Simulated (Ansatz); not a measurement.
`C[SiH2][AlH][F]` + `CC(C)N` → `CC(C)[NH][AlH][F]` + `C[SiH3]`  (cleavage of the Al–Si bond)

Calculated with Ansatz (gas phase, PBE0-D4/def2-TZVP geometries, no zero-point term in ΔE). CCSD(T)/CBS adds triple-zeta CCSD(T) − MP2 to the extrapolated MP2 energy (def2 sets, frozen cores). This one scheme is used for every species. Functionals use def2-TZVPP. B3LYP here is the variant with VWN-RPA as its local correlation; programs differ in this. Each species was taken in one conformer, which may not be the lowest.

Question: Is it downhill or uphill in electronic energy at CCSD(T)/CBS, and by how much? (An estimate is asked.)

Answer: Ansatz gave: Downhill: ΔE = -23.7 kcal/mol.

Question: What do these levels give: PBE-D4, r2SCAN-D4, PBE0-D4, ωB97X-V, r2SCAN, B3LYP, HF/def2-TZVPP, SCS-MP2/def2-TZVPP, CCSD(T)/def2-TZVPP, HF/def2-QZVPP, HF/CBS(def2), MP2/CBS(def2)? (An estimate is asked.)

Answer: Computed: PBE-D4 -19.7, r2SCAN-D4 -23.5, PBE0-D4 -20.5, ωB97X-V -23.1, r2SCAN -23.3, B3LYP -23.4, HF/def2-TZVPP -25.2, SCS-MP2/def2-TZVPP -26.3, CCSD(T)/def2-TZVPP -24.1, HF/def2-QZVPP -25.4, HF/CBS(def2) -25.5, MP2/CBS(def2) -26.0 kcal/mol.

Largest T1 diagnostic among the species: 0.012.

The D4 term adds −0.8 kcal/mol with B3LYP and −0.4 kcal/mol with PBE0; it sums over pairs of atoms, weighted by their polarisabilities, and B3LYP, whose exchange is more repulsive, gets the larger term. From PBE to PBE0 (25 % exact exchange), in def2-TZVPP and without D4, ΔE moves by −0.8 kcal/mol.
